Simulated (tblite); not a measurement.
Isomers of C6H12FNSi. Level: GFN2-xTB in tblite, geometry and Hessian alike; calculated harmonic values, unscaled, isolated species. Errors from tens to a few hundred cm⁻¹ against measured bands are possible. Modes of hydrogen on silicon can be 10 to 20 % off. One conformer each.

Electronic energies: GFN2-xTB at the same geometries; isomer energies are rough at this level and their order can be wrong.

```csv
SMILES,"electronic energy, lowest = 0 (kJ/mol)"
C=C(F)[Si@@H]1C[C@@H]1N(C)C,261.9
C#CC[C@H](F)[SiH2]N(C)C,145.8
C=C(C)[SiH2][C@@H](F)/C=N\C,177.2
CN1CCC(C[SiH3])=C1F,14.0
C=C/C(C)=N\[C@H]([SiH3])CF,124.7
C=C1[SiH2]N(C)C[C@@H]1CF,0.0
```

Question: How do GFN2-xTB zero-point energies change the relative energies?

Answer: 
```tsv
SMILES	ZPE (kJ/mol)	of it from modes above 1550 cm⁻¹	electronic (kJ/mol)	with ZPE, lowest = 0 (kJ/mol)	lowest mode (cm⁻¹)	rings
C=C1[SiH2]N(C)C[C@@H]1CF	437.3	214.2	0.0	0.0	59	1
CN1CCC(C[SiH3])=C1F	430.0	210.2	14.0	6.7	32	1
C=C/C(C)=N\[C@H]([SiH3])CF	421.7	223.3	124.7	109.1	36	0
C#CC[C@H](F)[SiH2]N(C)C	428.3	220.1	145.8	136.9	35	0
C=C(C)[SiH2][C@@H](F)/C=N\C	425.7	227.5	177.2	165.6	8i	0
C=C(F)[Si@@H]1C[C@@H]1N(C)C	435.4	221.5	261.9	259.9	45	1
```

The zero-point energies span 15.6 kJ/mol, from `C=C/C(C)=N\[C@H]([SiH3])CF` to `C=C1[SiH2]N(C)C[C@@H]1CF`. Slightly imaginary modes are left out of the zero-point energy: `C=C(C)[SiH2][C@@H](F)/C=N\C` 8.2i cm⁻¹. The order is unchanged.

Question: What do entropy and thermal enthalpy add at 298.15 K and 1 bar (rigid rotor, harmonic oscillator, one conformer each)?

Answer: 
```tsv
SMILES	point group	symmetry number	S (J/(mol K))	H − H(0) (kJ/mol)	ZPE + H − H(0) − TS (kJ/mol)
C=C1[SiH2]N(C)C[C@@H]1CF	C1	1	422.0	30.61	342.1
CN1CCC(C[SiH3])=C1F	C1	1	434.6	31.60	332.0
C=C/C(C)=N\[C@H]([SiH3])CF	C1	1	459.6	34.49	319.1
C#CC[C@H](F)[SiH2]N(C)C	C1	1	463.6	35.30	325.4
C=C(F)[Si@@H]1C[C@@H]1N(C)C	C1	1	440.2	32.86	337.0
```

Not tabulated: `C=C(C)[SiH2][C@@H](F)/C=N\C` (lowest mode only 8i cm⁻¹).
